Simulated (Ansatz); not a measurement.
Basis-set extrapolation for CH$_{4}$AlClSi, SMILES `Cl[SiH]1[CH2][AlH]1` (PBE0-D4/def2-TZVP geometry, frozen core, Ansatz 0.2.0). Multiplicity 1, RHF reference.

|  | def2-TZVPP | def2-QZVPP |
| --- | --- | --- |
| HF | -1030.581504 | -1030.611799 |
| MP2 correlation | -0.551991 | -0.597364 |
| CCSD(T) correlation | -0.627398 | not run |

Energies in hartree. Use E(X) = E(∞) + A·exp(−7.88·√X) for Hartree–Fock and E(X) = E(∞) + B·X^(−2.97) for correlation, with X = 3 and 4, and add CCSD(T) minus MP2 of the smaller set to the MP2 limit.

Q: What is the CCSD(T) energy at the basis-set limit?

A: HF limit: -1030.611799 + (-0.030295) × 0.13774 = -1030.61597. MP2 limit: -0.597364 + (-0.045373) × 0.74074 = -0.63097. Higher-order term: -0.627398 − (-0.551991) = -0.07541. Total: -1031.32235 hartree, 297.9 kJ/mol below CCSD(T)/def2-TZVPP.
